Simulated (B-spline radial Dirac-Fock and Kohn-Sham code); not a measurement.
Subshell cross sections of Cs⁷⁺, photon energy 408 eV

System: Cs⁷⁺ in the configuration [Kr] 4d10 5s2.

Model: a relativistic central-field model (Hartree-Slater potential of the initial state, Latter tail, multipole expansion of the photon field, Dirac-Fock thresholds). Program: a B-spline atomic structure program. The asymmetry parameter β is from the dipole term alone. Kinetic energies are from the vacuum level.

The last column is dσ/dΩ = σ/(4π) · [1 − (β/2) P₂(cos θ)] at θ = 90° from the beam of unpolarised light.

```
subshell  electrons  binding (eV)  kinetic (eV)  σ (kb)     β  dσ/dΩ (kb/sr)
      4s          2         338.8         69.22     105  1.96           12.4
   4p1/2          2         282.4         125.6    93.7  0.98           9.28
   4p3/2          4         268.4         139.6     236  1.01           23.5
   4d3/2          4         175.3         232.7     314  0.77           29.8
   4d5/2          6         172.9         235.1       ?     ?              ?
      5s          2         108.3         299.7    28.9  1.97           3.44
```

Q: What are σ and β for 4d5/2?

A: σ = 475 kb, the largest of all subshells and 38 % of the total, and β = 0.86, which gives dσ/dΩ = 45.9 kb/sr.

Values without a named source are computed, but for edge energies of neutral atoms, which are taken from tables.
